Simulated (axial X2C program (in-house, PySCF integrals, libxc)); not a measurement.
## Outer orbitals of CrF⁺ at 1.718 Å, TPSS in a model world with the speed of light multiplied by 1.5

Computed with an in-house relativistic program for diatomic molecules. Spin-free means the one-electron spin-free X2C Hamiltonian; two-component (2c) means X2C with spin–orbit coupling and atomic mean-field two-electron Coulomb and Gaunt terms, so the difference of the two also holds small scalar two-electron terms; the speed of light was multiplied by 1.5, so these are model numbers, not those of the real molecule. Basis: Cr dyall-v3z [9s10p6d3f2g], F dyall-v3z [6s5p2d1f] (cores contracted in-house); Gaussian nuclei, density fitting, unrestricted open shells. Masses: Cr 51.941 u, F 18.998 u.

The distance is close to the 2c PBE0 minimum; the highest filled and lowest empty levels are listed.

Spin-free orbitals, state M_S = 2, Λ = 0 (beyond evenly filled blocks: π+α, π-α, δ+α, δ-α) (Löwdin shares):

```tsv
symmetry	occupied	ε (eV)	atomic character
σα	yes	-34.97	78% F s, 7% Cr d, 6% Cr p
σβ	yes	-34.82	78% F s, 7% Cr d, 6% Cr p
σα	yes	-16.82	75% F p, 19% Cr d, 2% F s
σβ	yes	-16.66	82% F p, 12% Cr d
π-α	yes	-16.24	70% F p, 26% Cr d
π+α	yes	-16.24	70% F p, 26% Cr d
π+β	yes	-15.58	84% F p, 10% Cr d, 3% Cr f
π-β	yes	-15.58	84% F p, 10% Cr d, 3% Cr f
δ+α	yes	-13.08	100% Cr d
δ-α	yes	-13.08	100% Cr d
π+α	yes	-12.76	75% Cr d, 20% F p, 3% Cr p
π-α	yes	-12.76	75% Cr d, 20% F p, 3% Cr p
σα	no	-11.69	58% Cr d, 31% Cr s, 10% F p
σβ	no	-9.86	59% Cr d, 34% Cr s, 6% F p
σα	no	-9.67	49% Cr s, 26% Cr p, 16% Cr d
δ+β	no	-9.25	100% Cr d
δ-β	no	-9.25	100% Cr d
```

Spinors with spin–orbit coupling (state Ω = 2):

```json
{"ω": "1/2", "occupied": "yes", "ε (eV)": "-34.97", "atomic character": "78% F s, 7% Cr d, 6% Cr p", "λ mixture": "100% σ"}
{"ω": "-1/2", "occupied": "yes", "ε (eV)": "-34.83", "atomic character": "78% F s, 7% Cr d, 6% Cr p", "λ mixture": "100% σ"}
{"ω": "1/2", "occupied": "yes", "ε (eV)": "-16.82", "atomic character": "75% F p, 19% Cr d, 2% F s", "λ mixture": "100% σ"}
{"ω": "-1/2", "occupied": "yes", "ε (eV)": "-16.66", "atomic character": "82% F p, 12% Cr d", "λ mixture": "100% σ"}
{"ω": "-1/2", "occupied": "yes", "ε (eV)": "-16.24", "atomic character": "70% F p, 26% Cr d", "λ mixture": "100% π"}
{"ω": "3/2", "occupied": "yes", "ε (eV)": "-16.23", "atomic character": "69% F p, 26% Cr d", "λ mixture": "100% π"}
{"ω": "1/2", "occupied": "yes", "ε (eV)": "-15.58", "atomic character": "84% F p, 10% Cr d, 3% Cr f", "λ mixture": "100% π"}
{"ω": "-3/2", "occupied": "yes", "ε (eV)": "-15.57", "atomic character": "84% F p, 10% Cr d, 3% Cr f", "λ mixture": "100% π"}
{"ω": "-3/2", "occupied": "yes", "ε (eV)": "-13.10", "atomic character": "100% Cr d", "λ mixture": "100% δ"}
{"ω": "5/2", "occupied": "yes", "ε (eV)": "-13.07", "atomic character": "100% Cr d", "λ mixture": "100% δ"}
{"ω": "-1/2", "occupied": "yes", "ε (eV)": "-12.77", "atomic character": "75% Cr d, 20% F p, 3% Cr p", "λ mixture": "100% π"}
{"ω": "3/2", "occupied": "yes", "ε (eV)": "-12.75", "atomic character": "75% Cr d, 20% F p, 3% Cr p", "λ mixture": "100% π"}
{"ω": "1/2", "occupied": "no", "ε (eV)": "-11.69", "atomic character": "58% Cr d, 31% Cr s, 10% F p", "λ mixture": "100% σ"}
{"ω": "-1/2", "occupied": "no", "ε (eV)": "-9.86", "atomic character": "59% Cr d, 34% Cr s, 6% F p", "λ mixture": "100% σ"}
{"ω": "1/2", "occupied": "no", "ε (eV)": "-9.66", "atomic character": "49% Cr s, 26% Cr p, 16% Cr d", "λ mixture": "100% σ"}
{"ω": "3/2", "occupied": "no", "ε (eV)": "-9.27", "atomic character": "100% Cr d", "λ mixture": "100% δ"}
```

Mulliken charges and populations of the two-component result (they depend on the basis, above all on diffuse functions):

Cr 1.23 e (s 6.06 p 12.13 d 4.52 f 0.05 g 0.01), F -0.23 e (s 3.96 p 5.26 d 0.01). ⟨Lz⟩ = 0.00 ħ and ⟨Sz⟩ = 2.00 ħ (1.98 and 0.02 on the two atoms), which add up to Ω.

One determinant describes the state; a PBE0 search over occupations chose it and may have missed a lower one. Density functionals use the spin component along the axis (collinear). With several unpaired electrons one determinant need not be a pure state. Open-shell Ω = 0 determinants with evenly filled partner blocks cannot be reached by this program, so the Ω shown need not be the lowest component.
